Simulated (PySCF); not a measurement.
C₂H₂F₄.

```xyz
8

F      0.1603     1.9605     0.0000
C     -0.7378     0.9237     0.0000
C     -0.0027    -0.4120     0.0000
F      0.7773    -0.5513     1.0902
F      0.7773    -0.5513    -1.0902
F     -0.9145    -1.4139     0.0000
H     -1.3799     0.9672     0.9063
H     -1.3799     0.9672    -0.9063
```
Charge 0, spin multiplicity 1.

Geometry: PBE-D3(BJ)/def2-SVP.

Calculation: PBE/pcSseg-1 (PySCF). Non-relativistic, no solvent.

Computed absolute GIAO shielding of each atom: isotropic value and principal components (ppm):
| atom | σ(iso) | σ11 | σ22 | σ33 | span |
|---|---|---|---|---|---|
| F1 | 418.9 | 401.6 | 404.3 | 450.7 | 49.2 |
| C2 | 93.6 | 70.5 | 71.6 | 138.8 | 68.4 |
| C3 | 41.5 | 33.7 | 40.5 | 50.2 | 16.4 |
| F4 | 240.8 | 154.9 | 242.4 | 325.3 | 170.4 |
| F5 | 240.8 | 154.9 | 242.4 | 325.3 | 170.4 |
| F6 | 242.7 | 158.0 | 243.9 | 326.2 | 168.2 |
| H7 | 26.4 | 23.1 | 26.8 | 29.4 | 6.4 |
| H8 | 26.4 | 23.1 | 26.8 | 29.4 | 6.4 |
